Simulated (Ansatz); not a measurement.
C3H5F3O can be A, `COCC(F)(F)F`, or B, `FCOC(F)CF`.

Computed with Ansatz on PBE0-D4/def2-TZVP structures; ΔE is electronic, products minus reactants. CBS: MP2 limit from def2 TZ/QZ plus the TZ coupled-cluster correction, frozen cores. Functionals use def2-TZVPP. B3LYP here is the variant with VWN-RPA as its local correlation; programs differ in this. Each species was taken in one conformer, which may not be the lowest.

Question: Which is lower in electronic energy at CCSD(T)/CBS, and by how much? (Best estimate.)

Answer: Ansatz gave: A, by 20.9 kJ/mol.

Question: Give E(B) − E(A) in kJ/mol with B2PLYP, B3LYP-D4, BLYP-D4, B3LYP, ωB97M-V, CCSD(T)/def2-SVP, MP2/def2-TZVPP. (Best estimate.)

Answer: Ansatz gave: B2PLYP 19.5, B3LYP-D4 19.2, BLYP-D4 17.0, B3LYP 17.1, ωB97M-V 24.9, CCSD(T)/def2-SVP 35.9, MP2/def2-TZVPP 24.1. None reverses the order clearly.

Question: Does the order hold for the free energy at 298.15 K (harmonic terms from PBE0-D4)? (An estimate is asked.)

Answer: Ansatz gave: Yes: G(B) − G(A) = +23.4 kJ/mol, for one conformer each. Modes under 60 cm⁻¹, often nearly free rotors, make the harmonic entropy too high.

Largest T1 diagnostic: 0.012.

Leaving LDA and LC-ωPBE aside and taking each functional with its dispersion term where it has one, the values, not all of them listed here, spread over 12.9 kJ/mol, from BLYP-D4 to B97M-V. LDA lies +10.1 kJ/mol from PBE without D4. In def2-TZVPP, CCSD(T) changes the Hartree–Fock value by +3.5 kJ/mol (the triples alone add +0.9 kJ/mol) and MP2 by +4.6 kJ/mol.
